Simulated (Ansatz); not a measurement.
B2O6H6, relaxed as a singlet with RKS r2SCAN-D4/def2-SVP in Ansatz, starting from the GFN1-xTB geometry. Force threshold 0.02 eV/Å.

The structure comes from a short search, and lower isomers may exist.

Start:

```tsv
atom	x (Å)	y (Å)	z (Å)
B1	0.864	-1.388	0.576
B2	-0.090	0.868	-0.805
O3	0.948	-0.156	-0.380
O4	0.386	2.161	-0.852
O5	-0.915	0.372	-1.787
O6	-0.451	-1.741	0.954
O7	-1.103	0.818	0.726
O8	1.323	-0.066	1.006
H9	1.665	-2.226	0.326
H10	1.114	2.320	-0.250
H11	-1.414	-0.103	0.670
H12	-0.669	-2.660	0.799
H13	-0.323	0.731	1.309
H14	-1.335	1.070	-2.292
```

(1) Estimate the energy that the relaxation releases and the steps that it takes.

(2) Does the start keep its bonding?

(3) Predict the relaxed structure.

Answers

(1) 0.27 eV, in 27 steps; 65 s on 4 threads of Arm Neoverse V1 on a shared host. The force fell under the threshold at step 17, but the optimiser went on and released 0.008 eV more. No frequencies were taken in this run, so the end may be a saddle point.

(2) By distances, no bond broke or formed. The bond that changes most is B2–O7, from 1.84 to 1.59 Å (atoms count from 1). A close non-bonded pair moves further: O8–H13, from 1.85 to 2.36 Å.

(3) 
```xyz
14

B     0.8759   -1.3933    0.5554
B    -0.1610    0.8707   -0.5817
O     1.0200   -0.1059   -0.3230
O     0.2421    2.2087   -0.5234
O    -0.7921    0.3115   -1.6948
O    -0.4748   -1.6916    0.9169
O    -1.1098    0.7011    0.6811
O     1.3753   -0.1779    1.1468
H     1.5952   -2.3121    0.2458
H     1.1003    2.3283   -0.9458
H    -1.1204   -0.3127    0.8459
H    -0.8053   -2.5022    0.5120
H    -0.6114    1.0686    1.4330
H    -1.1340    1.0068   -2.2682
```
Bond lengths: 7 × B–O 1.40 to 1.59 Å; 1 × O–O 1.51 Å; 5 × H–O 0.96 to 1.03 Å; 1 × B–H 1.21 Å.
